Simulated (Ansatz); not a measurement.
Geometry optimisation, Ansatz 0.2.0, RKS PBE0-D4/def2-SVP.

Input:

```yaml
crystal:
  periodic: [false, false, false]
  atoms:
    - { symbol: C, position_ang: [-0.5032, 1.796, 0.9577] }
    - { symbol: "N", position_ang: [0.0533, 1.0557, 0.1275] }
    - { symbol: B, position_ang: [-0.2686, -0.4215, 0.0476] }
    - { symbol: C, position_ang: [0.609, -1.3275, -0.9851] }
    - { symbol: Cl, position_ang: [2.276, -1.351, -0.6247] }
    - { symbol: H, position_ang: [-0.3075, 2.9132, 0.956] }
    - { symbol: H, position_ang: [-1.2835, 1.4732, 1.6359] }
    - { symbol: H, position_ang: [0.00298, 0.85562, 1.1758] }
    - { symbol: H, position_ang: [0.382, -0.9281, -1.965] }
    - { symbol: H, position_ang: [0.1479, -2.3744, -0.9001] }
basis:
  gaussian: { orbitals: def2-SVP }
hamiltonian:
  xc: pbe0
  dispersion: d4
relax:
  f_tol: 0.02
  max_steps: 50
```

Run as:

```bash
$ ansatz run input.yaml --threads 2 --pin off --max-ram 3072MiB --backend cpu --events-out ev --progress --plain --runs-dir out
```

Problem. Where does it end, and by what steps?

Solution. The forces met the threshold. After 12 steps the energy has fallen by 8.538 eV; H8 moved furthest, 1.41 Å. The start is strongly strained (largest force component 11 eV/Å), so its close contacts needn't be bonds. Parted: N2–H8.

```csv
step,energy less start (eV),largest force component (eV/Å),accepted
0,0.0000,10.871,yes
1,-1.9887,5.669,yes
2,-3.6684,3.268,yes
3,-4.8092,5.577,yes
4,-6.2027,5.224,yes
5,-7.3780,2.744,yes
6,-7.9610,0.938,yes
7,-8.2126,0.693,yes
8,-8.3828,0.496,yes
9,-8.4835,0.320,yes
10,-8.5316,0.143,yes
11,-8.5372,0.030,yes
12,-8.5376,0.008,yes
```

```xyz
10
Properties=species:S:1:pos:R:3
C -0.497 1.784 1.243
N -0.137 0.710 0.421
B 0.198 -0.244 -0.300
C 0.596 -1.433 -1.206
Cl 2.281 -1.948 -0.873
H -0.564 2.728 0.676
H -1.478 1.619 1.722
H 0.239 1.938 2.051
H 0.531 -1.164 -2.270
H -0.059 -2.300 -1.038
```

Run time: 24 s on 2 threads of Intel(R) Xeon(R) Platinum 8488C (Sapphire Rapids), on a shared host, peak memory 0.23 GiB.
